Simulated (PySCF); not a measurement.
Molecular orbitals of AlPb

r²SCAN at R = 2.723 Å; Al cc-pV(D+d)Z, Pb cc-pVDZ-PP with ECP60; scalar-relativistic core potentials (PySCF 2.14). State: ⁴Σ⁻ (quartet), unpaired electrons σ ↑, π ↑↑. Only the outer orbitals are listed, counted within each symmetry, core potentials removing the inner ones.

```tsv
spin	orbital	occ.	ε (eV)	on Al (%)	main shells (%)
α	7σ	1	-13.20	11	88 Pb s
α	8σ	1	-8.41	77	77 Al s, 14 Pb p, 8 Pb s
α	9σ	1	-4.79	53	46 Pb p, 43 Al p, 9 Al s
α	4π	1	-4.71	29	70 Pb p, 28 Al p
α	4π	1	-4.71	29	70 Pb p, 28 Al p
α	5π	0	-2.31	71	70 Al p, 28 Pb p
α	5π	0	-2.31	71	70 Al p, 28 Pb p
α	10σ	0	0.01	71	60 Al p, 34 Pb p
β	7σ	1	-11.65	13	87 Pb s, 9 Al s
β	8σ	1	-7.24	82	82 Al s, 10 Pb p, 8 Pb s
β	9σ	0	-2.99	53	45 Pb p, 44 Al p, 8 Al s
β	4π	0	-2.92	52	51 Al p, 48 Pb p
β	4π	0	-2.92	52	51 Al p, 48 Pb p
```

**Question.** Which are the highest filled and the lowest empty level, where do they sit, and how wide is the gap?

**Answer.** Highest filled α 4π at -4.71 eV (in %: 70 Pb p, 28 Al p); lowest empty β 9σ at -2.99 eV (in %: 45 Pb p, 44 Al p, 8 Al s); the gap at r²SCAN is 1.72 eV.

* bond order (Mayer): 1.53
* ⟨S²⟩: 3.758
* charge on Al (Mulliken, basis-dependent): 0.05
* charge on Al (Löwdin, basis-dependent): 0.05
* dipole moment (positive dipole means Al(−)Pb(+)): -0.44 D

Spin–orbit coupling is left out, which matters for elements this heavy, above all for dissociation energies. The state was picked by a PBE0 search and need not be the measured ground state.
